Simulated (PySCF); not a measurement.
Diatomics of Zn with the chalcogens

PBE0 with triple-zeta basis sets in PySCF, for the lowest determinant that a PBE0 search found; no spin–orbit coupling. De refers to high-spin ground-configuration atoms. A positive dipole means M(−)Zn(+).

```
 M       basis  state (unpaired electrons)  Re (Å)  ωe (cm⁻¹)  De (eV)  μ (D)
 O  def2-TZVPP          triplet (σ ↑, π ↑)   1.866        529     1.42   2.41
 S  def2-TZVPP      singlet (closed shell)   2.056        464     1.45   5.51
Se  def2-TZVPP      singlet (closed shell)   2.178        331     1.24   5.22
```

The shortest bond is that of ZnO (1.866 Å), the longest that of ZnSe (2.178 Å).

The state changes along the series, so neighbouring rows are not always alike in their bonding.

States were picked by a PBE0 search and need not be the measured ground states.
